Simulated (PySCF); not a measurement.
**Radial density of Si³⁺ (silicon, charge +3)**

PBE0, [Ne] 3s1, 2S determinant. Computed with PySCF 2.14 in pcseg-2, with the non-relativistic Hamiltonian (point nucleus).

```json
{"r (bohr)": "0.00144", "4πr²ρ (e/bohr)": "0.04388", "4πr²(ρα − ρβ)": "0.0002"}
{"r (bohr)": "0.00241", "4πr²ρ (e/bohr)": "0.1211", "4πr²(ρα − ρβ)": "0.0004"}
{"r (bohr)": "0.00406", "4πr²ρ (e/bohr)": "0.3265", "4πr²(ρα − ρβ)": "0.0011"}
{"r (bohr)": "0.00683", "4πr²ρ (e/bohr)": "0.8557", "4πr²(ρα − ρβ)": "0.0030"}
{"r (bohr)": "0.0115", "4πr²ρ (e/bohr)": "2.123", "4πr²(ρα − ρβ)": "0.0074"}
{"r (bohr)": "0.0193", "4πr²ρ (e/bohr)": "4.829", "4πr²(ρα − ρβ)": "0.0166"}
{"r (bohr)": "0.0325", "4πr²ρ (e/bohr)": "9.462", "4πr²(ρα − ρβ)": "0.0314"}
{"r (bohr)": "0.0547", "4πr²ρ (e/bohr)": "14.53", "4πr²(ρα − ρβ)": "0.0428"}
{"r (bohr)": "0.0919", "4πr²ρ (e/bohr)": "15.24", "4πr²(ρα − ρβ)": "0.0261"}
{"r (bohr)": "0.155", "4πr²ρ (e/bohr)": "10.64", "4πr²(ρα − ρβ)": "-0.0039"}
{"r (bohr)": "0.260", "4πr²ρ (e/bohr)": "11.06", "4πr²(ρα − ρβ)": "0.0760"}
{"r (bohr)": "0.438", "4πr²ρ (e/bohr)": "14.09", "4πr²(ρα − ρβ)": "0.1345"}
{"r (bohr)": "0.736", "4πr²ρ (e/bohr)": "6.837", "4πr²(ρα − ρβ)": "0.0025"}
{"r (bohr)": "1.24", "4πr²ρ (e/bohr)": "1.228", "4πr²(ρα − ρβ)": "0.4677"}
{"r (bohr)": "2.08", "4πr²ρ (e/bohr)": "0.5447", "4πr²(ρα − ρβ)": "0.5368"}
{"r (bohr)": "3.50", "4πr²ρ (e/bohr)": "0.04007", "4πr²(ρα − ρβ)": "0.0401"}
{"r (bohr)": "5.89", "4πr²ρ (e/bohr)": "0.0001143", "4πr²(ρα − ρβ)": "0.0001"}
```

Question: Where is the radial spin density 4πr²(ρα − ρβ) most negative, and why is it negative at all?

Answer: Around r = 0.155 bohr, down to -0.0039 e/bohr: exchange with the open shell polarises the paired shells in an unrestricted calculation.
